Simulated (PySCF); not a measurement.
# Radial density of I+ (iodine, charge +1)

UHF, [Kr] 4d10 5s2 5p4, high-spin 3P determinant. All numbers are calculated (PySCF 2.14, the spin-free X2C one-electron Hamiltonian (Gaussian nucleus), in x2c-TZVPPall with one added diffuse shell each of s, p, d, f type (9s7p5d3f, 76 functions)).

```csv
r (bohr),4πr²ρ (e/bohr),4πr²(ρα − ρβ)
0.0248,65.82,0.0135
0.0417,60.53,0.0372
0.0701,84.92,0.0401
0.118,74.97,-0.0135
0.198,69.01,0.0680
0.334,54.12,0.0090
0.561,24.99,0.1911
0.944,20.09,-0.0322
1.59,5.277,0.9238
2.67,2.044,0.7492
4.49,0.1628,0.0641
7.56,3.814e-05,0.0000
```

Densities and radii are taken from the X2C orbitals without a picture-change correction, which distorts them close to the nucleus.

(1) Where is the radial spin density 4πr²(ρα − ρβ) most negative, and why is it negative at all?

Results:

(1) Around r = 0.944 bohr, down to -0.0322 e/bohr: exchange with the open shell polarises the paired shells in an unrestricted calculation.
